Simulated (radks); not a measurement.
Task: These are the eigenvalues of the occupied orbitals of an atom or ion with whole-number occupations (eV). Calculated with a radial shooting solver on a logarithmic mesh with Libxc functionals: non-relativistic Kohn-Sham, PBE, spin-polarised, spherical densities, point nucleus.

orbital  eigenvalue
1s        -2828.980
2s        -335.1483
2p        -276.2172
3s         -89.1373

Which element is it, and in what charge state? The configuration may be excited. Open shells, if any, are filled with parallel spins first.

Result: Z = 17, chlorine, charge +5: Cl5+ in [Ne] 3s2. The list shows which subshells hold electrons but not how many an open one holds; the 1s level, -103.96 hartree, gives Z - s = 14.4 by -(Z - s)^2/2, which with screening narrows Z to a few neighbours, and the depths of the outer levels then fix element, charge and occupations together.
